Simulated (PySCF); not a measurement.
```xyz
5

O      0.8597    -0.4275     0.3154
C     -0.3530     0.0333    -0.0230
S     -1.7332    -0.6267     0.4787
H      1.5499     0.1138    -0.0936
H     -0.3234     0.9071    -0.6775
```

Charge 0, multiplicity 1.

**Question.** Give the Mulliken and meta-Löwdin atomic charges from PBE-D3(BJ)/def2-TZVP // B3LYP-D3(BJ)/def2-TZVP in PySCF.

**Answer.** 
```json
[
 {"atom": "O1", "Mulliken (e)": "-0.25", "meta-Löwdin (e)": "-0.38"},
 {"atom": "C2", "Mulliken (e)": "0.02", "meta-Löwdin (e)": "0.02"},
 {"atom": "S3", "Mulliken (e)": "-0.20", "meta-Löwdin (e)": "-0.10"},
 {"atom": "H4", "Mulliken (e)": "0.31", "meta-Löwdin (e)": "0.35"},
 {"atom": "H5", "Mulliken (e)": "0.12", "meta-Löwdin (e)": "0.11"}
]
```
